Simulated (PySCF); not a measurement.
ClIn, singlet, geometry from GFN2-xTB (such geometries of metal compounds can be far from the true shape) (all electrons, no relativity); B3LYP/STO-3G in PySCF.

Input for PySCF:
```python
from pyscf import gto, scf, dft

mol = gto.Mole()
mol.atom = '''
    In   -0.00000000   -0.00000000   -0.61493004
    Cl    0.00000000    0.00000000    1.77244540
'''
mol.basis = 'sto-3g'
mol.verbose = 4
mol.build()

mf = dft.RKS(mol)
mf.xc = 'b3lyp'
mf.diis = False
mf.max_cycle = 100
mf.kernel()
```

It wrote (shortened):

```
PySCF version 2.14.0

[INPUT] verbose = 4
[INPUT] num. atoms = 2
[INPUT] num. electrons = 66
[INPUT] charge = 0
[INPUT] spin (= nelec alpha-beta = 2S) = 0
[INPUT] symmetry False subgroup None
[INPUT] Mole.unit = angstrom
[INPUT] Symbol           X                Y                Z      unit          X                Y                Z       unit  Magmom
[...]
nuclear repulsion = 184.639838925527
number of shells = 16
number of NR pGTOs = 108
number of NR cGTOs = 36
basis = sto-3g
ecp = {}

******** <class 'pyscf.dft.rks.RKS'> ********
method = RKS
initial guess = minao
damping factor = 0
level_shift factor = 0
DIIS disabled
SCF conv_tol = 1e-09
SCF conv_tol_grad = None
SCF max_cycles = 100
direct_scf = True
direct_scf_tol = 1e-13
XC library pyscf.dft.libxc version 7.1.2
    S. Lehtola, C. Steigemann, M. J. T. Oliveira, and M. A. L. Marques,  SoftwareX 7, 1–5 (2018)
XC functionals = b3lyp
    P. J. Stephens, F. J. Devlin, C. F. Chabalowski, and M. J. Frisch,  J. Phys. Chem. 98, 11623 (1994)
radial grids:
    Treutler-Ahlrichs [JCP 102, 346 (1995); DOI:10.1063/1.469408] (M4) radial grids

becke partition: Becke, JCP 88, 2547 (1988); DOI:10.1063/1.454033
pruning grids: <function nwchem_prune>
grids dens level: 3
symmetrized grids: False
atomic radii adjust function: <function treutler_atomic_radii_adjust>
small_rho_cutoff = 0
Set gradient conv threshold to 3.16228e-05
Initial guess from minao.
tot grids = 40760
init E= -6124.82730349493
[...]
cycle= 1 E= -6140.05127592326  delta_E= -15.2  |g|= 0.246  |ddm|= 1.56
[...]
cycle= 2 E= -6140.06627528026  delta_E= -0.015  |g|= 0.0563  |ddm|= 0.556
[...]
cycle= 3 E= -6140.06675416658  delta_E= -0.000479  |g|= 0.0478  |ddm|= 0.326
[...]
cycle= 4 E= -6140.06668914642  delta_E= 6.5e-05  |g|= 0.0511  |ddm|= 0.307
[...]
cycle= 5 E= -6140.06703252216  delta_E= -0.000343  |g|= 0.0442  |ddm|= 0.294
[...]
cycle= 6 E= -6140.0669916199  delta_E= 4.09e-05  |g|= 0.0467  |ddm|= 0.281
[...]
cycle= 7 E= -6140.06726849865  delta_E= -0.000277  |g|= 0.0407  |ddm|= 0.27
[...]
cycle= 8 E= -6140.06724671485  delta_E= 2.18e-05  |g|= 0.0427  |ddm|= 0.258
[...]
cycle= 9 E= -6140.06746991475  delta_E= -0.000223  |g|= 0.0375  |ddm|= 0.248
[...]
cycle= 10 E= -6140.06746142686  delta_E= 8.49e-06  |g|= 0.039  |ddm|= 0.237
[...]
cycle= 11 E= -6140.06764143419  delta_E= -0.00018  |g|= 0.0345  |ddm|= 0.227
[...]
cycle= 12 E= -6140.06764190849  delta_E= -4.74e-07  |g|= 0.0357  |ddm|= 0.217
[...]
cycle= 13 E= -6140.06778718282  delta_E= -0.000145  |g|= 0.0318  |ddm|= 0.208
[...]
cycle= 14 E= -6140.06779345603  delta_E= -6.27e-06  |g|= 0.0326  |ddm|= 0.199
[...]
cycle= 15 E= -6140.06791080313  delta_E= -0.000117  |g|= 0.0292  |ddm|= 0.191
[...]
cycle= 16 E= -6140.0679205992  delta_E= -9.8e-06  |g|= 0.0298  |ddm|= 0.183
[...]
cycle= 17 E= -6140.06801548636  delta_E= -9.49e-05  |g|= 0.0268  |ddm|= 0.175
[...]
cycle= 18 E= -6140.06802719493  delta_E= -1.17e-05  |g|= 0.0272  |ddm|= 0.168
[...]
cycle= 19 E= -6140.06810401011  delta_E= -7.68e-05  |g|= 0.0246  |ddm|= 0.16
[...]
cycle= 20 E= -6140.06811651527  delta_E= -1.25e-05  |g|= 0.0249  |ddm|= 0.154
[...]
cycle= 21 E= -6140.06817877863  delta_E= -6.23e-05  |g|= 0.0226  |ddm|= 0.147
[...]
cycle= 22 E= -6140.06819132806  delta_E= -1.25e-05  |g|= 0.0227  |ddm|= 0.141
[...]
cycle= 23 E= -6140.06824186327  delta_E= -5.05e-05  |g|= 0.0208  |ddm|= 0.135
[...]
cycle= 24 E= -6140.06825396895  delta_E= -1.21e-05  |g|= 0.0208  |ddm|= 0.129
[...]
cycle= 25 E= -6140.06829504161  delta_E= -4.11e-05  |g|= 0.0191  |ddm|= 0.123
[...]
cycle= 26 E= -6140.0683064051  delta_E= -1.14e-05  |g|= 0.019  |ddm|= 0.118
[...]
cycle= 27 E= -6140.06833983397  delta_E= -3.34e-05  |g|= 0.0175  |ddm|= 0.113
[...]
cycle= 28 E= -6140.06835029073  delta_E= -1.05e-05  |g|= 0.0174  |ddm|= 0.108
[...]
cycle= 29 E= -6140.06837753694  delta_E= -2.72e-05  |g|= 0.016  |ddm|= 0.103
[...]
cycle= 30 E= -6140.06838701516  delta_E= -9.48e-06  |g|= 0.0159  |ddm|= 0.0989
[...]
[...]
[...]
cycle= 56 E= -6140.06855664704  delta_E= -1.47e-06  |g|= 0.00497  |ddm|= 0.0313
[...]
cycle= 57 E= -6140.06855842477  delta_E= -1.78e-06  |g|= 0.0047  |ddm|= 0.0299
[...]
cycle= 58 E= -6140.06855967604  delta_E= -1.25e-06  |g|= 0.00454  |ddm|= 0.0286
[...]
cycle= 59 E= -6140.0685611501  delta_E= -1.47e-06  |g|= 0.0043  |ddm|= 0.0274
[...]
cycle= 60 E= -6140.06856221118  delta_E= -1.06e-06  |g|= 0.00415  |ddm|= 0.0262
[...]
cycle= 61 E= -6140.06856343434  delta_E= -1.22e-06  |g|= 0.00394  |ddm|= 0.0251
[...]
cycle= 62 E= -6140.06856433307  delta_E= -8.99e-07  |g|= 0.0038  |ddm|= 0.024
[...]
cycle= 63 E= -6140.06856534875  delta_E= -1.02e-06  |g|= 0.00361  |ddm|= 0.0229
[...]
cycle= 64 E= -6140.06856610913  delta_E= -7.6e-07  |g|= 0.00348  |ddm|= 0.022
[...]
cycle= 65 E= -6140.06856695308  delta_E= -8.44e-07  |g|= 0.0033  |ddm|= 0.021
[...]
cycle= 66 E= -6140.0685675958  delta_E= -6.43e-07  |g|= 0.00318  |ddm|= 0.0201
[...]
cycle= 67 E= -6140.06856829746  delta_E= -7.02e-07  |g|= 0.00302  |ddm|= 0.0192
[...]
cycle= 68 E= -6140.06856884024  delta_E= -5.43e-07  |g|= 0.00291  |ddm|= 0.0184
[...]
cycle= 69 E= -6140.06856942396  delta_E= -5.84e-07  |g|= 0.00277  |ddm|= 0.0176
[...]
cycle= 70 E= -6140.06856988199  delta_E= -4.58e-07  |g|= 0.00266  |ddm|= 0.0168
[...]
cycle= 71 E= -6140.06857036783  delta_E= -4.86e-07  |g|= 0.00253  |ddm|= 0.0161
[...]
cycle= 72 E= -6140.06857075408  delta_E= -3.86e-07  |g|= 0.00244  |ddm|= 0.0154
[...]
cycle= 73 E= -6140.06857115864  delta_E= -4.05e-07  |g|= 0.00232  |ddm|= 0.0147
[...]
cycle= 74 E= -6140.06857148415  delta_E= -3.26e-07  |g|= 0.00223  |ddm|= 0.0141
[...]
cycle= 75 E= -6140.06857182119  delta_E= -3.37e-07  |g|= 0.00212  |ddm|= 0.0135
[...]
cycle= 76 E= -6140.06857209535  delta_E= -2.74e-07  |g|= 0.00204  |ddm|= 0.0129
[...]
cycle= 77 E= -6140.06857237625  delta_E= -2.81e-07  |g|= 0.00194  |ddm|= 0.0123
[...]
cycle= 78 E= -6140.06857260705  delta_E= -2.31e-07  |g|= 0.00187  |ddm|= 0.0118
[...]
cycle= 79 E= -6140.06857284125  delta_E= -2.34e-07  |g|= 0.00178  |ddm|= 0.0113
[...]
cycle= 80 E= -6140.06857303545  delta_E= -1.94e-07  |g|= 0.00171  |ddm|= 0.0108
[...]
cycle= 81 E= -6140.0685732308  delta_E= -1.95e-07  |g|= 0.00163  |ddm|= 0.0103
[...]
cycle= 82 E= -6140.06857339413  delta_E= -1.63e-07  |g|= 0.00156  |ddm|= 0.00988
[...]
cycle= 83 E= -6140.06857355712  delta_E= -1.63e-07  |g|= 0.00149  |ddm|= 0.00945
[...]
cycle= 84 E= -6140.06857369444  delta_E= -1.37e-07  |g|= 0.00143  |ddm|= 0.00904
[...]
cycle= 85 E= -6140.06857383047  delta_E= -1.36e-07  |g|= 0.00136  |ddm|= 0.00865
[...]
cycle= 86 E= -6140.06857394588  delta_E= -1.15e-07  |g|= 0.00131  |ddm|= 0.00828
[...]
cycle= 87 E= -6140.06857405944  delta_E= -1.14e-07  |g|= 0.00125  |ddm|= 0.00792
[...]
cycle= 88 E= -6140.06857415641  delta_E= -9.7e-08  |g|= 0.0012  |ddm|= 0.00757
[...]
cycle= 89 E= -6140.06857425123  delta_E= -9.48e-08  |g|= 0.00114  |ddm|= 0.00725
[...]
cycle= 90 E= -6140.06857433269  delta_E= -8.15e-08  |g|= 0.0011  |ddm|= 0.00693
[...]
cycle= 91 E= -6140.06857441188  delta_E= -7.92e-08  |g|= 0.00105  |ddm|= 0.00663
[...]
cycle= 92 E= -6140.06857448028  delta_E= -6.84e-08  |g|= 0.001  |ddm|= 0.00634
[...]
cycle= 93 E= -6140.06857454644  delta_E= -6.62e-08  |g|= 0.000956  |ddm|= 0.00607
[...]
cycle= 94 E= -6140.06857460386  delta_E= -5.74e-08  |g|= 0.000917  |ddm|= 0.0058
[...]
cycle= 95 E= -6140.06857465915  delta_E= -5.53e-08  |g|= 0.000875  |ddm|= 0.00555
[...]
cycle= 96 E= -6140.06857470735  delta_E= -4.82e-08  |g|= 0.000839  |ddm|= 0.00531
[...]
cycle= 97 E= -6140.06857475356  delta_E= -4.62e-08  |g|= 0.000801  |ddm|= 0.00508
[...]
cycle= 98 E= -6140.068574794  delta_E= -4.04e-08  |g|= 0.000768  |ddm|= 0.00486
[...]
cycle= 99 E= -6140.06857483262  delta_E= -3.86e-08  |g|= 0.000733  |ddm|= 0.00465
[...]
cycle= 100 E= -6140.06857486656  delta_E= -3.39e-08  |g|= 0.000702  |ddm|= 0.00445
SCF not converged.
SCF energy = -6140.06857486656
```

Convergence was not reached.
